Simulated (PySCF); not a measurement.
**Sc²⁺ (scandium, charge +2): UHF calculation**

Configuration: [Ar] 4p1, 2P determinant (an excited configuration). All numbers are calculated (PySCF 2.14, scalar relativity by spin-free X2C-1e, in aug-cc-pwCVTZ-DK with one added diffuse shell each of s, p, d, f, g type (11s10p8d5f4g, 152 functions)).

| Property | Result |
| --- | --- |
| Total energy | -762.370275 hartree |
| One-electron energy | -1027.9168 hartree |
| Hartree (Coulomb) energy | 303.3333 hartree |
| Exchange energy | -37.7868 hartree |
| ⟨S²⟩ | 0.7501 |
| ⟨L²⟩ | 2.001 |
| Sum of ⟨r⟩ | 15.12 bohr |
| Sum of ⟨r²⟩ | 26.48 bohr² |
| Traceless quadrupole moment −½Σ⟨3z² − r²⟩ along its main axis | -5.52 e·bohr² |
| Langevin diamagnetic susceptibility | -21.0 ×10⁻⁶ cm³/mol |

```tsv
shell	electrons	mean orbital energy (hartree)	spread (hartree)	rms radius, mean of both spins (bohr)
1s α	1	-167.67321	0	0.0844
1s β	1	-167.67054	0	0.0844
2s α	1	-20.14564	0	0.370
2s β	1	-20.14345	0	0.370
2p α	3	-16.56942	0.00387	0.340
2p β	3	-16.56551	0.00455	0.340
3s α	1	-3.42420	0	1.13
3s β	1	-3.41694	0	1.13
3p α	3	-2.39356	0.00432	1.23
3p β	3	-2.38517	0.01581	1.23
4p α	1	-0.60884	0	3.73
```

Densities and radii are taken from the X2C orbitals without a picture-change correction, which distorts them close to the nucleus.

Spin-orbit constants ζ (cm⁻¹) from the X2C one-electron operator on these orbitals: bare nucleus, nucleus screened by l(l+1)(2l+1)/3 electrons, and screened by the Breit-Pauli mean field of the electrons.

```tsv
shell	bare	screened nucleus	mean field
2p	26940	24370	n/a
3p	2967	2685	n/a
4p	274.6	248.4	n/a
```

To first order the Landé constant is A = 248.4 cm⁻¹, so the lowest level has J = 1/2 and lies 0.0308 eV below the centre of the term.
